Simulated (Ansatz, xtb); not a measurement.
## C6H5BS: which of two isomers lies lower

We compare X, `C#CC1=CB(S)C=C1`, a singlet, with Y, `C#CC1=CC=CB1S`, a singlet. Both are isolated molecules in the gas phase, relaxed with PBE0-D3(BJ)/def2-SVP; the shapes shown needn't be the lowest conformers.

X (Å):

```xyz
13

C     0.3170    2.2326   -2.5642
C     0.0110    1.3626   -1.7729
C    -0.3218    0.3619   -0.8235
C    -1.2060   -0.6572   -0.9780
C    -0.1302   -0.6914    1.2897
C     0.3200    0.3325    0.5441
B    -1.1713   -1.4458    0.3801
S    -2.1480   -2.8902    0.7287
H     0.5795    2.9969   -3.2723
H    -1.7777   -0.8173   -1.8922
H    -1.7104   -3.1108    1.9882
H     0.2057   -0.8923    2.3084
H     1.0588    1.0851    0.8350
```

Y (Å):

```xyz
13

C    -2.8580   -1.7123   -1.4076
C    -2.0513   -0.9486   -0.9123
C    -1.0705   -0.0904   -0.3703
C    -1.2628    0.9137    0.5237
C     0.0088    1.6041    0.8660
C     1.0758    1.0881    0.2187
B     0.4977   -0.0743   -0.6608
S     1.2981   -1.1976   -1.7740
H    -3.5776   -2.3823   -1.8397
H    -2.2264    1.1991    0.9542
H     0.0327    2.4389    1.5736
H     2.0959    1.4567    0.3352
H     2.5570   -0.7300   -1.6194
```

Quicker runs give these differences E(Y) − E(X): GFN2-xTB +0.16 kcal/mol; HF/STO-3G −0.32 kcal/mol (at GFN2-xTB geometries); r2SCAN-D4/def2-SVP −0.88 kcal/mol (at GFN2-xTB geometries).

Q: Estimate which is lower in electronic energy at CCSD(T)/def2-SVP + ΔMP2/def2-TZVPP, and by roughly how much.

A: Too close to call at this level: CCSD(T)/def2-SVP + ΔMP2/def2-TZVPP gives E(Y) − E(X) = −0.49 kcal/mol.

Level by level:

```csv
level,geometry,E(Y) − E(X) (kcal/mol),departure from the last row (kcal/mol),"job, with rough time for the two"
GFN2-xTB,GFN2-xTB,+0.16,+0.65,"optimisation, 1.1 s"
HF/STO-3G,GFN2-xTB,−0.32,+0.17,"single point, 2 s"
r2SCAN-D4/def2-SVP,GFN2-xTB,−0.88,−0.39,"single point, 13 s"
PBE0-D3(BJ)/def2-SVP,PBE0-D3(BJ)/def2-SVP,−1.00,−0.51,"optimisation, 2.5 min"
HF/def2-SVP,PBE0-D3(BJ)/def2-SVP,−0.30,+0.19,part of the CCSD(T) run
MP2/def2-SVP,PBE0-D3(BJ)/def2-SVP,−0.37,+0.12,part of the CCSD(T) run
CCSD(T)/def2-SVP,PBE0-D3(BJ)/def2-SVP,−0.35,+0.14,single point
CCSD(T)/def2-SVP + ΔMP2/def2-TZVPP,PBE0-D3(BJ)/def2-SVP,−0.49,,"single point, 4.6 min"
```

As drawn, both hold the same kinds of bond in the same numbers.

The largest departure from CCSD(T)/def2-SVP + ΔMP2/def2-TZVPP is that of GFN2-xTB, 0.65 kcal/mol. The last row adds to CCSD(T) the change of the MP2 difference between the two basis sets, here −0.14 kcal/mol.

With thermal terms from frequencies at re-optimised GFN2-xTB minima (ideal gas, soft modes damped towards free rotors, one conformer each, 298.15 K, 1 atm): the zero-point term adds −0.09 kcal/mol; ΔH is −0.56 and ΔG −0.64 kcal/mol.

The correlated steps freeze 12 core orbitals. Programs: Ansatz 0.2.0, xtb 6.7.1; the last row on 2 threads of AMD EPYC (Zen 3) on a shared host.
